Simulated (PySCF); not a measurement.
Stretching BTe

Set-up: basis B def2-TZVPP, Te def2-TZVPP with ECP28; scalar-relativistic core potentials; PySCF 2.14. Energies in eV from B + Te in their ground configurations at the same level. State: ²Σ⁺ (doublet), unpaired electrons σ ↑.

| R (Å) | CAM-B3LYP |
| --- | --- |
| 1.680 | -2.378 |
| 1.759 | -3.136 |
| 1.837 | -3.546 |
| 1.895 | -3.682 |
| 1.954 | -3.709 |
| 2.013 | -3.652 |
| 2.091 | -3.482 |
| 2.188 | -3.174 |
| 2.306 | -2.737 |
| 2.462 | -2.135 |

Put a parabola through the three lowest points of the CAM-B3LYP curve and estimate Re, k and ωe (reduced mass 10.15 u; 1 eV/Å² = 0.16022 mdyn/Å; ωe = 1302.8·√(k/μ) cm⁻¹).

Through R = 1.895, 1.954, 2.013 Å the second-order coefficient is 12.1 eV/Å², so Re ≈ 1.943 Å, k ≈ 3.87 mdyn/Å and ωe ≈ 804 cm⁻¹. A polynomial fit of higher order to the unrounded CAM-B3LYP energies gives Re = 1.941 Å, k = 4.13 mdyn/Å, ωe = 831 cm⁻¹; anharmonicity and rounding make the difference.

The higher-order fit for each curve: CAM-B3LYP: Re = 1.941 Å, ωe = 831 cm⁻¹, De = 3.71 eV.

Spin–orbit coupling is left out, which matters for elements this heavy, above all for dissociation energies. The state is the lowest determinant that a PBE0 search found; another state may lie lower at other levels.
